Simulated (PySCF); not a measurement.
Computed IR spectrum (relative IR intensity) of a molecule C3H7BO2. Coordinates come from a B3LYP-D3(BJ)/def2-SVP optimisation. The values are those of a single conformer. Calculation: B3LYP-D3(BJ)/def2-SVP run with PySCF. Frequencies are harmonic and unscaled.

| ν (cm⁻¹) | relative intensity |
|---|---|
| 279 | 20 |
| 334 | 28 |
| 453 | 3.6 |
| 523 | 17 |
| 676 | 23 |
| 875 | 8.3 |
| 906 | 4.9 |
| 920 | 11 |
| 941 | 9.4 |
| 993 | 24 |
| 1061 | 13 |
| 1105 | 14 |
| 1169 | 8.1 |
| 1182 | 33 |
| 1186 | 25 |
| 1237 | 17 |
| 1327 | 47 |
| 1384 | 10.0 |
| 1417 | 28 |
| 1500 | 100 |
| 2973 | 24 |
| 3109 | 6.4 |
| 3113 | 6.5 |
| 3804 | 9.0 |
| 3827 | 25 |

Question: Which structure fits?
A. CB1OC(C)O1
B. OB1CCCO1
C. C=COB(C)O
D. OB1CC(O)C1

Answer: D, OB1CC(O)C1
